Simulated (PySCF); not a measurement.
C₄HCl₂F, SMILES C#CC(F)=C(Cl)Cl. Atoms are numbered in the order given.

```xyz
8

C     -0.1574     3.1261     0.0000
C      0.2185     1.9732     0.0000
C      0.6859     0.6364     0.0000
F      2.0047     0.4737     0.0000
C     -0.1102    -0.4559     0.0000
Cl    -1.8143    -0.3299     0.0000
Cl     0.5574    -2.0283     0.0000
H     -0.4960     4.1464     0.0000
```

Geometry: PBE0-D3(BJ)/def2-SVP. The structure was generated by enumeration, and PubChem lists no compound with its InChIKey, so it may never have been made.

Calculation: PBE/pcSseg-1 (PySCF).

GIAO shieldings, no solvent; atoms listed in one row are averaged. δ = σ(ref) − σ: ¹³C against TMS (σ = 182.0 ppm); ¹⁹F against CFCl3 (σ = 133.6 ppm); ³⁵Cl against HCl (σ = 936.5 ppm); ¹H against TMS (σ = 31.49 ppm), references at their B3LYP-D3(BJ)/def2-TZVP geometries, non-relativistic (without spin–orbit terms, shifts of atoms bonded to Cl or Br come out too high).

Computed chemical shifts:
```tsv
nucleus	atoms	count	δ (ppm)
¹³C	C3	1	147.4
¹³C	C5	1	139.7
¹³C	C1	1	101.1
¹³C	C2	1	79.0
¹⁹F	F4	1	-127.0
³⁵Cl	Cl7	1	330.5
³⁵Cl	Cl6	1	307.0
¹H	H8	1	4.14
```
